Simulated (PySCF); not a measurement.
## How methods differ on the ionisation energy of Ru⁺

Ru⁺ [Kr] 4d7 (4F) → Ru²⁺ [Kr] 4d6 (5D), as a difference of total energies. All numbers are calculated (PySCF 2.14, a scalar-relativistic core potential, in aug-cc-pwCVDZ-PP with ECP28MDF). Correlated levels: valence and next inner shell: nothing frozen outside the core potential. The calculations carry no spin-orbit coupling.

```json
{"method": "UHF", "ionisation energy (eV)": "14.891"}
{"method": "MP2 (valence and next inner shell)", "ionisation energy (eV)": "16.177"}
{"method": "SCS-MP2 (valence and next inner shell)", "ionisation energy (eV)": "16.167"}
{"method": "CCSD (valence and next inner shell)", "ionisation energy (eV)": "16.078"}
{"method": "CCSD(T) (valence and next inner shell)", "ionisation energy (eV)": "16.165"}
```

Question: How much does correlation contribute at CCSD(T) (valence and next inner shell)?

Answer: 16.165 − (14.891) = 1.274 eV, measured against UHF.

The reference lies between the lowest fine-structure levels, while these numbers refer to the centres of the terms.

Errors of the correlated levels include the incompleteness of this basis.

For comparison: 16.76 ± 0.06 eV (semi-empirical (NIST evaluation); NIST Atomic Spectra Database, ionization energies).
